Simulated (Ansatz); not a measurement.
CH₄AlClO (`C[O][AlH][Cl]`). Total charge 0; spin multiplicity 1. The geometry is a stationary point of PBE0-D4/def2-TZVP. It is one conformer, not always the lowest.

```xyz
8

C     0.992   -0.099   -0.822
O     0.176   -0.631    0.183
Al   -1.144   -0.117    1.072
Cl   -1.918    1.800    0.724
H     0.940   -0.729   -1.715
H     0.699    0.920   -1.100
H     2.032   -0.077   -0.483
H    -1.778   -1.067    2.140
```

(1) What is the dipole moment at r2SCAN/def2-TZVPP? (Best estimate.)

(2) And with PBE, B3LYP, ωB97M-V? (Best estimate.)

(3) Give the Mulliken charges with r2SCAN, ωB97M-V, PBE in def2-TZVPP. (Estimate.)

## Answers

(1) Computed: 1.07 D, with components (0.84, -0.42, -0.51) D in this frame, pointing from negative to positive charge.

(2) The calculation gave: PBE 1.04 D, B3LYP 1.03 D, ωB97M-V 1.02 D.

(3) Computed: 
| atom | r2SCAN | ωB97M-V | PBE |
| --- | --- | --- | --- |
| C1 | 0.03 | -0.16 | -0.12 |
| O2 | -0.38 | -0.36 | -0.29 |
| Al3 | 0.61 | 0.52 | 0.48 |
| Cl4 | -0.28 | -0.24 | -0.25 |
| H5 | 0.05 | 0.11 | 0.10 |
| H6 | 0.05 | 0.10 | 0.09 |
| H7 | 0.05 | 0.11 | 0.10 |
| H8 | -0.13 | -0.09 | -0.10 |

B3LYP here is the variant with VWN-RPA as its local correlation; programs differ in this.
